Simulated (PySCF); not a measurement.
How methods differ on the excitation energy of Ba

Ba [Xe] 6s2 (1S) → Ba [Xe] 5d1 6s1 (3D), as a difference of total energies. Computed with PySCF 2.14 in aug-cc-pVQZ-X2C (10s9p7d4f2g, 118 functions), with scalar relativity by spin-free X2C-1e. Correlated levels: valence: [Xe] frozen. The calculations carry no spin-orbit coupling.

Problem. Order these methods by the excitation energy they give, lowest first.
A. CCSD (valence)
B. UHF
C. SCS-MP2 (valence)
D. MP2 (valence)

Solution. B (0.817 eV), D (1.199 eV), A (1.301 eV), C (1.362 eV).

Errors of the correlated levels include the incompleteness of this basis and the frozen core.

With two correlated electrons CCSD is exact in that space.

For comparison: 1.160 eV (measured; NIST levels, between the centres of gravity of the two terms).
